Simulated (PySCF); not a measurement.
**Distorted geometries of Re3**

Re3 (quartet). PySCF 2.14.0, UKS B3LYP, Re def2-SVP with ECP60; non-relativistic Hamiltonian with scalar-relativistic core potentials where named; density fitting; no spin-orbit coupling. Relaxed geometry:

```xyz
3

Re    1.1735   -0.0171    0.0000
Re   -0.5673    1.3257    0.0000
Re   -0.6061   -1.3086    0.0000
```

Problem. Order these distorted geometries by energy above the relaxed one, lowest first.
A.
```xyz
3

Re    1.1366   -0.2343    0.0058
Re   -0.6311    1.4201   -0.0347
Re   -0.5055   -1.1858    0.0289
```
B.
```xyz
3

Re    1.2016   -0.0302    0.0038
Re   -0.5836    1.3254    0.0269
Re   -0.6180   -1.2952   -0.0307
```
C.
```xyz
3

Re    1.2027   -0.0155    0.0035
Re   -0.5999    1.3673   -0.0145
Re   -0.6028   -1.3519    0.0110
```

Solution. B (0.03 eV), C (0.12 eV), A (1.60 eV).

Problem. Which forces (eV/Å) act in the one that lies 0.03 eV up?

Solution. 
```
Re  -1.35  0.12  0.00
Re   0.74 -0.38  0.00
Re   0.61  0.26  0.00
```
Forces carry noise of the integration grid, about 0.01 to 0.03 eV/Å.

Open shells may have lower solutions than the one found.
